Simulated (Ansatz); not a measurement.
Reaction (SMILES): [N]=B (BH-N) → [N-]=B (an electron is taken up)
B3LYP-D3(BJ)/def2-TZVP geometries, fixed; electronic energies without zero-point terms; positive where energy is released.
Largest species:
```
B
N 1 1.3055
H 1 1.1689 2 180.00
```
Charge 0, spin multiplicity 2.

Basis-set convergence of the adiabatic electron affinity at MP2 with Ansatz (a quantum-chemistry and plane-wave program). Cartesian d functions, on some or all atoms, in 6-31G**; all else is spherical. Cores are frozen. Open shells are unrestricted. No added dispersion term, no relativity. Functions are those of the species that has most. Reference: Hartree-Fock in aug-cc-pVQZ plus the correlation part extrapolated as X^-3 from aug-cc-pVTZ and aug-cc-pVQZ, 3.404 eV, itself unsure by roughly 0.015 eV (a third of the extrapolation step and of the last Hartree-Fock step).

```csv
basis,functions,adiabatic electron affinity (eV)
def2-SV(P),30,…
6-31G**,35,…
def2-SVPD,48,3.095
pcseg-2,74,3.177
def2-TZVPP,76,3.182
def2-TZVPPD,91,…
"6-311++G(3df,3pd)",96,…
def2-QZVPPD,159,3.329
cc-pV5Z,237,3.349
```

### Question
What belongs in the gaps?

### Answer

- def2-SV(P), adiabatic electron affinity (eV): 2.708
- 6-31G**, adiabatic electron affinity (eV): 2.308
- def2-TZVPPD, adiabatic electron affinity (eV): 3.252
- 6-311++G(3df,3pd), adiabatic electron affinity (eV): 3.282
